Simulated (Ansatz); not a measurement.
Mulliken charges of CH6O2Si, SMILES `OCO[SiH3]` from B3LYP/def2-TZVPP in Ansatz (PBE0-D4/def2-TZVP geometry).

```csv
atom,x (Å),y (Å),z (Å),charge (e)
O1,0.864,1.106,-1.833,-0.328
C2,0.546,0.829,-0.518,0.130
O3,-0.133,-0.399,-0.433,-0.371
Si4,-0.563,-1.122,0.981,0.414
H5,0.045,1.170,-2.335,0.190
H6,-0.086,1.617,-0.078,0.084
H7,1.498,0.783,0.022,0.096
H8,-1.234,-2.389,0.614,-0.062
H9,0.636,-1.390,1.822,-0.076
H10,-1.491,-0.256,1.760,-0.078
```

Problem. By hand: the dipole of these point charges (1 e Å = 4.8032 D).

Solution. Σ q r = (-0.107, 0.136, 0.339) e Å, of length 0.381 e Å = 1.83 D.

Problem. How does the dipole of the full density compare? (An estimate is asked.)

Solution. The calculation gave: (-0.219, 0.131, 0.151) e Å, 1.42 D; the point charges give 1.29 times that, at 35° from its direction.

Point charges leave out the atoms' own dipoles, such as those of lone pairs, and Mulliken's split depends on the basis, so the two needn't agree.

B3LYP here is the variant with VWN-RPA as its local correlation; programs differ in this.
